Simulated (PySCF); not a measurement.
C2H6Be, charge +1, multiplicity 2. Atoms are numbered in the order given.

```xyz
9

Be     0.0000     0.0000     0.0000
C      0.0000     0.0000    -1.7681
H      0.9273     0.5220    -2.0146
H     -0.9157     0.5420    -2.0146
H     -0.0116    -1.0641    -2.0146
C      0.0000     0.0000     1.7681
H      0.9273    -0.5220     2.0146
H     -0.9157    -0.5420     2.0146
H     -0.0116     1.0641     2.0146
```
Charge +1, spin multiplicity 2.

Geometry optimised at r2SCAN-D4/def2-TZVP. The spin state was assumed, not searched. The isomer is the one that the SMILES or the coordinates give; other isomers of the formula were not compared.

These are TDA-CAM-B3LYP/def2-SVPD run with PySCF 2.14.0 values and carry that method's errors.

Vertical excitations; the highest root listed may be one member of a degenerate set. The molecule is in vacuum.

Task: List the lowest excited states. (An estimate is asked for; the answer gives what the named calculation found.)

Result: 
```
state    energy (eV)  λ (nm)      f                                       main pairs
-------  -----------  ------  -----  -----------------------------------------------
root 1          1.71     724  0.210                                 β HOMO→LUMO 95 %
root 2          3.77     329  0.002                   β HOMO−1→LUMO (degenerate set)
root 3          3.77     329  0.002                   β HOMO−2→LUMO (degenerate set)
root 4          4.00     310  0.000                   β HOMO−3→LUMO (degenerate set)
root 5          4.00     310  0.000                   β HOMO−4→LUMO (degenerate set)
root 6          6.10     203  0.040  α HOMO−1→LUMO+1, β HOMO→LUMO+2 (degenerate set)
root 7          6.10     203  0.040    α HOMO−1→LUMO, β HOMO→LUMO+1 (degenerate set)
root 8          7.50     165  0.000                     α HOMO→LUMO (degenerate set)
root 9          7.50     165  0.000                   α HOMO→LUMO+1 (degenerate set)
root 10         7.80     159  0.000                               β HOMO→LUMO+3 92 %
```
Unrestricted roots are not spin-pure.
